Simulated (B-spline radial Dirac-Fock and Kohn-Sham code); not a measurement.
Dipole and non-dipole photoemission parameters of Sn²⁺ 4p1/2

System: the Sn²⁺ ion, configuration [Kr] 4d10 5s2; threshold 121.8 eV (orbital energy of the model). Model: Dirac-Hartree-Slater photoionisation with a Latter tail; cross sections with all multipoles, angular parameters from the dipole term and its interference with E2. Program: a radial B-spline solver.

For linearly polarised light dσ/dΩ = σ/(4π) [1 + β P₂(cos θ) + (δ + γ cos²θ) sin θ cos φ], with θ from the polarisation vector and φ the angle between the beam and the projection of the electron momentum on the plane normal to the polarisation.

```tsv
hν (eV)	σ (kb)	β	γ	δ
133	150	0.148	0.073	0.011
150	124	-0.275	0.480	-0.080
200	109	0.128	-0.091	0.030
211	107	0.262	-0.085	0.038
269	100	0.799	0.081	0.040
324	90.4	1.087	0.196	0.029
375	81.2	1.248	0.240	0.021
400	76.9	1.307	0.247	0.018
442	70.1	1.385	0.246	0.013
779	35.1	1.633	0.086	0.001
1000	?	?	?	?
1020	23.3	1.675	0.009	-0.001
1253.6	16.5	1.688	-0.020	-0.001
1280	15.9	1.688	-0.022	-0.001
2000	7.01	1.669	0.039	0.000
3600	2.04	1.576	0.367	0.008
3810	1.80	1.564	0.411	0.009
3870	1.74	1.560	0.424	0.010
4090	1.53	1.548	0.469	0.011
4120	1.50	1.546	0.475	0.012
4620	1.15	1.519	0.574	0.016
6000	0.609	1.449	0.824	0.029
7320	0.367	1.389	1.030	0.043
12100	0.0943	1.216	1.576	0.097
12400	0.0880	1.207	1.603	0.101
```

Q: Give the values at 1000 eV.

A: σ = 24.1 kb, β = 1.673, γ = 0.014, δ = 0.000.

Values without a named source are computed, but for edge energies of neutral atoms, which are taken from tables.
